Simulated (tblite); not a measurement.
Species: C4H9NO3Si.
Geometry (GFN2-xTB, Å), atoms numbered from 1 in this order:
```
atom  x, y, z in Å
C1     1.998    1.140   -1.569
N2     1.125    0.382   -0.707
C3     0.977    0.643    0.592
O4     1.514    1.536    1.209
C5    -0.014   -0.335    1.294
C6    -1.133    0.519    1.810
O7    -2.268    0.378    1.450
O8    -0.440   -1.340    0.460
Si9   -1.944   -1.639   -0.134
H10    2.789    0.504   -1.968
H11    1.433    1.573   -2.395
H12    2.439    1.938   -0.974
H13    0.638   -0.421   -1.081
H14    0.530   -0.758    2.152
H15   -0.817    1.302    2.513
H16   -1.496   -2.755   -0.973
H17   -2.445   -0.563   -0.987
H18   -2.894   -2.097    0.869
```

Level: GFN2-xTB in tblite, geometry and Hessian alike; calculated harmonic values, unscaled, isolated species. This tight-binding method is rough: wavenumbers can miss measured ones by several per cent, in bad cases by 10 to 20. Modes of hydrogen on silicon can be 10 to 20 % off. One conformer, not necessarily the lowest.

Harmonic wavenumbers (cm⁻¹): 46.6, 57.7, 112.7, 125.2, 158.8, 172.4, 190.9, 265.4, 290.3, 336.2, 352.0, 441.2, 544.3, 596.2, 615.4, 650.1, 669.5, 739.8, 772.8, 783.0, 834.4, 846.0, 864.2, 915.1, 970.8, 1070.8, 1098.2, 1114.8, 1127.3, 1183.8, 1207.1, 1259.8, 1308.0, 1394.0, 1429.2, 1459.3, 1478.2, 1766.4, 1784.5, 2233.1, 2267.3, 2310.2, 2856.1, 2866.7, 2984.0, 2997.4, 3036.1, 3410.0.

A = 2182, B = 984.1, C = 770.5 MHz; mass 147.035 u (most abundant isotopes); point group C1, symmetry number 1.

Problem. Zero-point energy?

Solution. Half the sum of the wavenumbers: 27997 cm⁻¹ = 334.91 kJ/mol.

Problem. What is S at 298.15 K and 1 bar for an ideal gas of classical rigid rotors and harmonic oscillators?

Solution. Translation 171.10, rotation 124.07, vibration 139.37: S = 434.5 J/(mol K).

Problem. And Cp and H(298.15 K) − H(0)?

Solution. Cp = 173.25 J/(mol K), of which vibrations give 139.99 (their classical limit is 48 R = 399.1); H(298.15 K) − H(0) = 31.66 kJ/mol without the zero-point energy, 21.75 from vibrations.

Problem. How do the functions run with temperature in this model?

Solution. 
```json
{"T (K)": "100", "S (J/(mol K))": "300.6", "Cp (J/(mol K))": "86.6", "H − H(0) (kJ/mol)": "5.83", "G − H(0) (kJ/mol)": "-24.23", "ln q(vib)": "2.01"}
{"T (K)": "200", "S (J/(mol K))": "374.3", "Cp (J/(mol K))": "130.8", "H − H(0) (kJ/mol)": "16.73", "G − H(0) (kJ/mol)": "-58.14", "ln q(vib)": "5.06"}
{"T (K)": "300", "S (J/(mol K))": "435.6", "Cp (J/(mol K))": "174.0", "H − H(0) (kJ/mol)": "31.98", "G − H(0) (kJ/mol)": "-98.70", "ln q(vib)": "8.04"}
{"T (K)": "500", "S (J/(mol K))": "542.3", "Cp (J/(mol K))": "245.3", "H − H(0) (kJ/mol)": "74.35", "G − H(0) (kJ/mol)": "-196.78", "ln q(vib)": "13.77"}
{"T (K)": "800", "S (J/(mol K))": "673.4", "Cp (J/(mol K))": "311.7", "H − H(0) (kJ/mol)": "158.83", "G − H(0) (kJ/mol)": "-379.89", "ln q(vib)": "21.66"}
{"T (K)": "1000", "S (J/(mol K))": "746.1", "Cp (J/(mol K))": "339.7", "H − H(0) (kJ/mol)": "224.12", "G − H(0) (kJ/mol)": "-522.01", "ln q(vib)": "26.44"}
```

q(vib) and H(0) count from the zero-point level.

Problem. Blend soft modes into free rotors: weight 1/[1 + (100 cm⁻¹/ν̃)⁴] for the oscillator and the rest for a rotor with moment μB/(μ + B), μ = h/(8π²ν), B = 10⁻⁴⁴ kg m². What vibrational entropy results?

Solution. 128.43 J/(mol K) in place of 139.37, which changes −T·S at 298.15 K by +3.26 kJ/mol.

Hindered rotation and anharmonicity are outside this model. Other conformers, if any are populated, would add a mixing term that is left out. The structure is chiral; the term R ln 2 for an equal mix with its mirror image is left out.
